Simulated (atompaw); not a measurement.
**What one change does to a pseudopotential (Zr (Z = 40), PAW (atompaw))**

```json
{"Element": "Zr (Z = 40)", "Generator": "atompaw 4.2.0.5", "Type": "PAW", "Functional": "LDA (PW92)", "Relativity": "scalar-relativistic", "Frozen core": "[Ar] 3d10", "Valence charge": "12", "Reference configuration": "4s2 4p6 4d2 5s2 5p0", "Partial waves": "4s (bound): rc 1.35 bohr; 5s (bound): rc 2.60 bohr; 4p (bound): rc 2.40 bohr; 5p (bound, empty): rc 2.60 bohr; 4d (bound): rc 2.60 bohr; 4d channel at 0.4 Ry: rc 2.60 bohr; 4f channel at 0.25 Ry: rc 2.60 bohr; 4f channel at 1.65 Ry: rc 2.35 bohr", "Local potential": "troulliermartins scheme with l = 4 at 0 Ry, radius 2.15 bohr", "Core correction": "smooth core density matched at 2.40 bohr", "Augmentation charge": "sinc compensation charge, radius 2.40 bohr; PAW radius 2.60 bohr; waves and projectors: custom polynom2 7 10 vanderbiltortho"}
```

All-electron outer shells of the reference configuration (LDA (PW92), scalar-relativistic, ld1.x):

| shell | level (eV) | outermost node (bohr) | outermost maximum (bohr) |
| --- | --- | --- | --- |
| 3p | -317.23 | 0.18 | 0.40 |
| 3d | -174.94 | – | 0.35 |
| 4s | -54.52 | 0.55 | 1.08 |
| 4p | -32.51 | 0.56 | 1.17 |
| 5s | -4.59 | 1.47 | 3.11 |
| 4d | -3.73 | 0.58 | 1.61 |
| 5p | -1.55 | 1.70 | 4.15 |

Change: reference 4s2 4p6 4d2 5s1 5p0.

Cutoffs: the cutoffs (Ry, on a coarse ladder) from which the occupation-weighted sum of valence levels, in a spherical-Bessel basis at the reference potential, stays within 10 and 1 mRy of its value at 400 Ry; they do not see the model core or the augmentation charge, which bear on the density cutoff.

Q: What does the change do?

A: The potential gets neither clearly harder nor softer (30 Ry and 60 Ry → 30 Ry and 60 Ry); the range in which the f phases agree narrows (upper end 3.4 → 1.9); neither file shows a bound ghost.

| quantity | base | changed |
| --- | --- | --- |
| cutoff, loose | 30 Ry | 30 Ry |
| cutoff, tight | 60 Ry | 60 Ry |
| bound ghosts | none | none |
| s: phases at 2.61 bohr within 0.05 rad from the reference energy up to (Ry; the scan ends near 5) | 0.4 | 0.1 |
| p: phases at 2.61 bohr within 0.05 rad from the reference energy up to (Ry; the scan ends near 5) | 0.8 | 0.4 |
| d: phases at 2.61 bohr within 0.05 rad from the reference energy up to (Ry; the scan ends near 5) | 2.6 | 2.2 |
| f: phases at 2.61 bohr within 0.05 rad from the reference energy up to (Ry; the scan ends near 5) | 3.4 | 1.9 |
| lowest overlap eigenvalue by channel | s 0.38, p 0.69, d 0.93, f 0.93 | s 0.38, p 0.69, d 0.92, f 1.00 |

 The cutoffs see the waves, projectors and local potential, not the compensation charge or the core.
